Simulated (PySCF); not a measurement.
Working with the constants of MgSe

RHF-CCSD(T) constants of MgSe, ¹Σ⁺ (singlet), closed shell (Mg pcseg-1, Se pcseg-1; no relativity (PySCF 2.14); masses 23.9850 and 79.9165 u):

- ωe: 385.9 cm⁻¹
- ωexe: 1.82 cm⁻¹
- Be: 0.16941 cm⁻¹
- αe: 0.00103 cm⁻¹
- De to Mg + Se: 1.02 eV

Problem. What force constant and bond length do these constants imply?

Solution. Reduced mass μred = 18.448 u; k = 5.8918×10⁻⁷·μred·ωe² (u, cm⁻¹, mdyn/Å) = 1.62 mdyn/Å; Re = √(16.8576/(μred·Be)) (u, cm⁻¹, Å) = 2.322 Å.

Problem. Estimate the centrifugal constant D from the Kratzer relation and find the Dunham coefficient a1.

Solution. D = 4Be³/ωe² = 1.31e-07 cm⁻¹; a1 = −1 − αeωe/(6Be²) = -3.31.

Correlated steps freeze 10 core orbitals. Correlated levels converge slowly with the basis: in double zeta they bind strong bonds too weakly, by up to about 1 eV, and carry superposition errors of some tenths. Where the molecule has an RHF reference, its open-shell atoms are computed with UHF.
